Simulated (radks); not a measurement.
Task: Species: Pr XVI. Configuration: [Kr] 4d8 (the NIST ground configuration). All-electron calculation, scalar-relativistic Kohn-Sham, PBE, spin-unpolarised, spherical densities, point nucleus. Program: a radial shooting solver on a logarithmic mesh with Libxc functionals. Some entries of the table are withheld. Estimate them.

| orbital | occ. | eigenvalue (eV) | <r> (bohr) | <1/r> (bohr^-1) |
|---|---|---|---|---|
| 1s | 2 | -42138.08 | (1) | 64.70 |
| 2s | 2 | -7046.736 | 0.1030 | 14.93 |
| 2p | 6 | -6338.695 | 0.09054 | 14.11 |
| 3s | 2 | -1766.773 | 0.2719 | (2) |
| 3p | 6 | -1542.492 | 0.2698 | 5.148 |
| 3d | 10 | -1228.429 | 0.2467 | 4.885 |
| 4s | 2 | -584.8549 | 0.6047 | 2.341 |
| 4p | 6 | -508.9560 | (3) | 2.183 |
| 4d | 8 | -399.8287 | 0.6697 | 1.969 |

Result: 
(1) 1s <r> (bohr): 0.02409
(2) 3s <1/r> (bohr^-1): 5.441
(3) 4p <r> (bohr): 0.6326
